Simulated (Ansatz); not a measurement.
Computed with Ansatz on PBE0-D4/def2-TZVP structures; ΔE is electronic, products minus reactants. CCSD(T)/CBS adds triple-zeta CCSD(T) − MP2 to the extrapolated MP2 energy (def2 sets, frozen cores). This one scheme is used for every species. DFT in def2-TZVPP. B3LYP here is the variant with VWN-RPA as its local correlation; programs differ in this. For Br outer-core shells are correlated without core-valence functions, which leaves a few kJ/mol of doubt a bond. Scalar relativity is left out up to krypton. One conformer a species, not always the lowest.

Reaction (ligand exchange at the Si–Br bond): `CO[Si](C)(N)Br` + HCl → `CO[Si](C)(N)Cl` + HBr

`CO[Si](C)(N)Br`:

```xyz
14

C    -1.964    0.553   -0.909
O    -0.831   -0.281   -0.804
Si    0.504    0.083    0.059
C     1.644   -1.350   -0.177
N     0.144    0.496    1.669
Br    1.438    1.949   -0.761
H    -2.778   -0.032   -1.339
H    -1.758    1.405   -1.563
H    -2.275    0.930    0.071
H     1.805   -1.543   -1.239
H     1.213   -2.249    0.272
H     2.608   -1.155    0.296
H     0.445    1.361    2.080
H    -0.196   -0.167    2.344
```

HCl:

```xyz
2

Cl   -0.180    0.300    0.535
H     0.180   -0.300   -0.535
```

`CO[Si](C)(N)Cl`:

```xyz
14

C     1.888    0.510   -1.078
O     0.984    0.665   -0.007
Si   -0.266   -0.338    0.292
C    -1.084    0.336    1.804
N    -1.258   -0.541   -1.076
Cl    0.440   -2.248    0.664
H     2.452    1.438   -1.186
H     1.364    0.301   -2.016
H     2.589   -0.307   -0.878
H    -0.363    0.440    2.618
H    -1.507    1.322    1.597
H    -1.890   -0.323    2.131
H    -1.523   -1.451   -1.408
H    -1.824    0.197   -1.457
```

HBr:

Z-matrix (Å, degrees):
```
Br
H 1 1.420
```

| level | ΔE (kJ/mol) |
| --- | --- |
| ωB97M-V | -5.4 |
| PBE | -5.2 |
| B3LYP | -7.9 |
| HF/def2-QZVPP | -8.0 |

Question: What does CCSD(T)/CBS give? (An estimate is asked.)

Answer: Ansatz gave: -2.2 kJ/mol. The listed levels differ from it by -3.2, -3.0, -5.7, -5.8 kJ/mol.

Largest T1 diagnostic among the species: 0.010.

In def2-TZVPP, CCSD(T) changes the Hartree–Fock value by +3.3 kJ/mol (the triples alone add +0.4 kJ/mol) and MP2 by +5.1 kJ/mol.
